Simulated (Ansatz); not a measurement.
Ansatz results at the PBE0-D4/def2-TZVP geometry: HOMO–LUMO gap (ωB97M-V/def2-TZVPP) 9.88 eV; size of the dipole moment (PBE/def2-TZVPP) 1.47 D; LUMO energy (B3LYP/def2-TZVPP) -0.42 eV.

Each molecule was computed in one conformer, which needn't be the lowest.

**Question.** Which molecule gave them?
A. `C[NH][Sn]([NH]C)([NH]C)[NH]C`
B. `O[Si](O)(O)[O][Sn]([Cl])([Cl])[Cl]`
C. `[Cl][SnH2][I]`
D. `N#[C][SnH2][F]`

**Answer.** A. The others give `O[Si](O)(O)[O][Sn]([Cl])([Cl])[Cl]`: 11.13, 2.16, -2.96; `[Cl][SnH2][I]`: 10.01, 2.04, -2.12; `N#[C][SnH2][F]`: 12.24, 4.05, -1.94.

B3LYP here is the variant with VWN-RPA as its local correlation; programs differ in this.
